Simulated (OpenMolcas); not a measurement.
**Tc5+: effect of the basis set**

- Program: OpenMolcas 26.06
- Method: SS-CASPT2, IPEA 0.25 Eh, imaginary shift 0.1 Eh (closed shells correlated: 4s 4p)
- Active space: 2 electrons in 5 orbitals (4d)
- State averaging: 2S+1 = 3 even, 10 roots; 2S+1 = 1 even, 15 roots
- Spin-orbit coupling: RASSI with atomic mean-field integrals over the reference wave functions, term energies averaged over their components

A. ANO-R1 [6s4p3d1f], X2C, finite nucleus; CASPT2 step about 2.3 core-seconds
B. ANO-RCC-VDZP [6s5p3d1f], DKH2, point nucleus; CASPT2 step about 1.3 core-seconds
C. ANO-R2 [7s5p4d2f1g], X2C, finite nucleus; CASPT2 step about 2.5 core-seconds
D. ANO-RCC-VTZP [7s6p4d2f1g], DKH2, point nucleus; CASPT2 step roughly 4 core-seconds
E. ANO-R3 [8s6p5d3f2g1h], X2C, finite nucleus; CASPT2 step about 9 core-seconds
F. ANO-RCC-VQZP [8s7p5d3f2g1h], DKH2, point nucleus; CASPT2 step about 19 core-seconds

Energies in cm-1 above 4d2 3F2.

```csv
Level,A,B,C,D,E,F
4d2 3F2,0.0,0.0,0.0,0.0,0.0,0.0
4d2 3F3,2060,1976,2080,2090,2000,2010
4d2 3F4,4350,4190,4380,4400,4230,4230
4d2 1D2,12180,11960,11690,11730,11690,11530
4d2 3P0,13330,13100,13160,13180,13320,13160
4d2 3P1,14200,13930,14040,14070,14170,14000
4d2 3P2,16290,15950,16060,16110,16090,15920
4d2 1G4,20160,19690,19270,19220,19120,19170
4d2 1S0,44760,43980,43350,43360,43350,43380
```

Among A to F the level of the table that moves most is 4d2 1S0, by 1400 cm-1 (lowest in E, highest in A). Moves below CASPT2's spread within the term are not significant.

CASPT2 does not keep the components of a term degenerate, so their means are used; among the terms shown or strongly mixed into the levels shown the widest spread is 870 cm-1 (4d2 1G, E). The basis is small and was not contracted for so high a charge (holds for A; B). Levels of configurations outside the active space are missing.
